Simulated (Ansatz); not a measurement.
System: sum formula VO$_{2}$Cl, net charge 0, singlet state. 
Structure (B3LYP-D3(BJ)/def2-TZVP (Ansatz, an electronic-structure program) minimum search):
```
V
O 1 1.5811
O 1 1.5811 2 110.51
Cl 1 2.1861 2 118.82 3 142.49
```
Charge 0, spin multiplicity 1.

Total electronic energies in hartree. Valence correlation only, unless marked. Spin-orbit coupling is left out. Frozen are the shells of the preceding noble gas and the d and f shells that filled before the atom's block. Non-relativistic. CBS(X,Y): correlation extrapolated as X^-3; Hartree-Fock from the larger set. [CCSD(T)-MP2]/basis is that difference in the basis named. The program attaches cautions to a run behind MP2/6-31G: large difference. The program attaches cautions to a run behind MP2/def2-TZVPPD: large difference. The program attaches cautions to a run behind SCS-MP2/def2-TZVPPD: large difference. The program attaches cautions to a run behind RI-MP2/CBS(def2-TZVPPD,def2-QZVPPD)+[CCSD(T)-MP2]/def2-TZVPPD: large difference.

The Hartree-Fock reference is unstable (checked in the largest basis), which strains HF and MP2. The T1 diagnostic of CCSD in the largest basis is 0.042, which is high, so the coupled-cluster rows are less sure than usual.

```tsv
level	program	energy (Eh)
B3LYP/def2-TZVPD	Ansatz	-1554.86488
PBE0-D4/def2-TZVP	Ansatz + dftd4	(withheld)
PBE0/def2-QZVPP	Ansatz	-1554.34426
CAM-B3LYP-D3(BJ)/def2-TZVPD	Ansatz + dftd3	(withheld)
B2PLYP/def2-TZVPD	Ansatz	(withheld)
MP2/6-31G	Ansatz	-1552.53318
MP2/def2-TZVPPD	Ansatz	-1553.17914
SCS-MP2/def2-TZVPPD	Ansatz	-1553.11924
RI-MP2/CBS(def2-TZVPPD,def2-QZVPPD)+[CCSD(T)-MP2]/def2-TZVPPD	Ansatz	-1553.2904
```

Q: Some entries are withheld; supply them.

A: 
- PBE0-D4/def2-TZVP, energy (Eh): -1554.30385
- CAM-B3LYP-D3(BJ)/def2-TZVPD, energy (Eh): -1554.82607
- B2PLYP/def2-TZVPD, energy (Eh): -1554.39196
